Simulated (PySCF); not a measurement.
Al(Cl)(Me)(SH) (CH4AlClS), SMILES [CH3][Al]([SH])[Cl].

The structure is a stationary point at PBE0-D3(BJ)/def2-SVP. The values are those of a single conformer.

Computed with CAM-B3LYP/def2-TZVP run with PySCF.

The total energy is -1141.51854 hartree and the highest occupied level comes out as -9.17 eV. The lowest empty level is 0.25 eV. The orbital gap is 9.41 eV. The dipole moment is 0.539 e·Å. The quadrupole, principal values (traceless, Buckingham form, about the centre of nuclear charge) is -4.08, 1.05, 3.03 D·Å and the mean static polarisability is 66.9 bohr³ (9.92 Å³). The polarisability, principal values comes out as 52.1, 71.0, 77.6 bohr³.
